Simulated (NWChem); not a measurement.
RbCl; SMILES [Cl][Rb]

```xyz
2

Rb     0.0000     0.0000    -0.9031
Cl     0.0000     0.0000     1.9115
```
Atoms are numbered in this order, from 1.

Results from NWChem. Geometry: optimised at PBE0/def2-SVP. def2 effective core potentials on Rb; no spin-orbit coupling. Static field.

Taking PBE/def2-TZVPD as the yardstick, which of these has the fewest basis functions while keeping “isotropic polarisability (bohr³)” within 2 % of it: PBE/def2-TZVP; PBE/def2-SVP; PBE/def2-SVPD?

none of them.
| level | basis functions | isotropic polarisability (bohr³) |
|---|---|---|
| PBE/def2-SVP | 42 | 42.5 |
| PBE/def2-SVPD | 54 | 45.2 |
| PBE/def2-TZVP | 70 | 42.0 |
| PBE/def2-TZVPD | 79 | 47.5 |

The yardstick is one finite set, not the basis-set limit.
